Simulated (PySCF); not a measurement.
F2Zn (SMILES [F][Zn][F]), singlet, at a GFN2-xTB geometry (such geometries of metal compounds can be far from the true shape). Base run: HF/STO-3G run with PySCF.

The PySCF input:
```python
from pyscf import gto, scf

mol = gto.Mole()
mol.atom = '''
    Zn    0.11178456    0.21961568    0.22606771
    F    -0.39394830    0.70092960   -1.31061117
    F     0.02133311   -1.43298187    0.55705213
'''
mol.basis = 'sto-3g'
mol.verbose = 4
mol.build()

mf = scf.RHF(mol)
mf.kernel()
```

The base run was repeated with changes; each row names its change, and settings that it needs were set with it.

```
change                                                                                       basis functions       E (Eh)  HOMO (eV)  HOMO-LUMO gap (eV)  dipole (D)
-------------------------------------------------------------------------------------------  ---------------  -----------  ---------  ------------------  ----------
base                                                                                                      28  -1953.40387      -6.85               12.82        0.24
basis = x2c-SVPall; relativity = none                                                                     64  -1970.40352     -14.64               14.43        5.75
basis = x2c-TZVPall; relativity = spin-free X2C                                                          110  -1993.41118     -14.85               14.40        5.57
basis = x2c-TZVPall; relativity = spin-free X2C; nucleus = Gaussian (with mol.nucmod = 'G')              110  -1993.40343     -14.85               14.40        5.57
basis = cc-pVDZ-DK; relativity = spin-free X2C; nucleus = Gaussian (with mol.nucmod = 'G')                71  -1993.33376     -14.58               13.97        5.48
basis = x2c-SVPall; relativity = spin-free X2C                                                            64  -1992.83719     -14.67               14.39        5.63
basis = cc-pVDZ-DK; relativity = none                                                                     71  -1967.53978     -14.56               13.97        5.62
basis = x2c-TZVPall; relativity = none                                                                   110  -1970.14600     -14.84               14.43        5.72
basis = x2c-SVPall; relativity = spin-free X2C; nucleus = Gaussian (with mol.nucmod = 'G')                64  -1992.83002     -14.67               14.39        5.63
basis = cc-pVDZ-DK; relativity = spin-free X2C                                                            71  -1993.34267     -14.58               13.97        5.48
```

Absolute energies of different levels of theory aren't comparable as measures of quality.

Basis sets contracted for a relativistic Hamiltonian are a mismatch without it, so the rows without relativity aren't non-relativistic limits. No row has spin-orbit coupling; sets with core potentials leave out the core electrons.
